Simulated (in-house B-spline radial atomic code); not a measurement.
Configurations of Si3+, with energies counted from [Ne] 3s1. Level of theory: scalar-relativistic (X2C) PW91, spin-polarised, spherical fractional occupations, Fermi nucleus of rms radius 3.1224 fm; calculated with an all-electron radial atomic-structure program (B-spline basis). Shells without spins written out take the highest spin.

Occupations are held fixed; configurations that lie above the ionisation limit could autoionise.

```tsv
configuration	E - E(ref) (eV)	highest orbital	its <r> (bohr)
[Ne] 4p1	26.747	4p up	4.184
[Ne] 4d1	30.741	4d up	4.814
[He] 2s2 2p5 3s2	100.22	3s down	1.738
[He] 2s2 2p(2 up, 3 down) 3s(0 up, 1 down) 3p(1 up, 0 down)	109.46	3p up	1.893
[He] 2s(0 up, 1 down) 2p6 3s(1 up, 0 down) 4f(1 up, 0 down)	178.4	4f up	4.223
```

Order these further configurations by energy, lowest first.
A. [Ne] 4f(1 up, 0 down)
B. [He] 2s1 2p6 3s1 4s1
C. [He] 2s1 2p6 3s1 3d1
D. [Ne] 4s1
E. [He] 2s(1 up, 0 down) 2p6 3s2

D (23.748 eV), A (31.824 eV), E (142.97 eV), C (162.71 eV), B (169.1 eV).

How far above the reference does [Ne] 3p1 lie?

8.7559 eV; its least bound orbital is 3p up with <r> = 2.034 bohr.
